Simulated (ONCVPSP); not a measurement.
## mercury (Hg), ONCV: configuration errors across variants

ONCVPSP 4.0.1 input, shortened (lines: element, Z, core and valence counts, functional; n l f; lmax; l rc ep ncon nbas qcut; lloc lpopt rc5 dvloc0; l nproj debl; icmod fcfact rcfact), PBE, scalar-relativistic:

```
  Hg 80.00   10    4        4      upf
    1    0    2.00
    2    0    2.00
    2    1    6.00
    3    0    2.00
    3    1    6.00
    3    2   10.00
    4    0    2.00
    4    1    6.00
    4    2   10.00
    4    3   14.00
    5    0    2.00
    5    1    6.00
    5    2   10.00
    6    0    2.00
    2
    0    1.15    0.00    3    8    8.20
    1    1.75    0.00    4    8    9.70
    2    1.60    0.00    4    9   10.40
    4    4    0.85    4.00
    0    2    0.60
    1    2    1.70
    2    2    0.90
    0    0.00    0.00
```

In the p channel the program set the typed energies aside and used -2.444, 0.250 Ha.

All-electron excitation energies from the reference (eV): (1) 5s2 5p6 5d10 6s1 10.688; (2) 5s2 5p6 5d10 6s0 29.663; (3) 5s2 5p6 5d9 6s0 65.190; (4) 5s2 5p6 5d10 6s1.5 4.356.

5 further variants failed, have other tests or another functional or relativity, and are left out.

A true bound ghost makes a file unfit for plane-wave use even where its test errors are small: the radial tests pick states by their node count and pass the ghost by.

Errors AE − PS in meV (a dash: test not solved or not reliable):

| change | (1) | (2) | (3) | (4) | bound ghosts | GHOST(+) flags above zero |
| --- | --- | --- | --- | --- | --- | --- |
| base | -3.9 | -11 | -18 | -1.5 | none | s |
| d: nbas 7 | -3.9 | -11 | -18 | -1.5 | none | s |
| local potential polynomial inside 0.85 bohr (lpopt 4, dvloc0 6.5 Ha) | -3.9 | -11 | -18 | -1.5 | none | s |
| local potential polynomial inside 0.90 bohr (lpopt 1, dvloc0 1 Ha) | -3.9 | -11 | -18 | -1.5 | none | s |
| s: qcut 5.8; p: qcut 6.9; d: qcut 7.4 | -4.6 | -15 | -20 | -1.7 | s | s |
| p: rc 1.62 | -3.9 | -11 | -18 | -1.5 | none | s |

(1) Give the same row for: all radii scaled by about 0.87 (s 1.00, p 1.52, d 1.40 bohr); local potential polynomial inside 0.74 bohr (lpopt 4, dvloc0 4 Ha).

## Answers

(1) -3.6, -10, -17, -1.4; bound ghosts: none; GHOST(+) flags above zero: s, p.
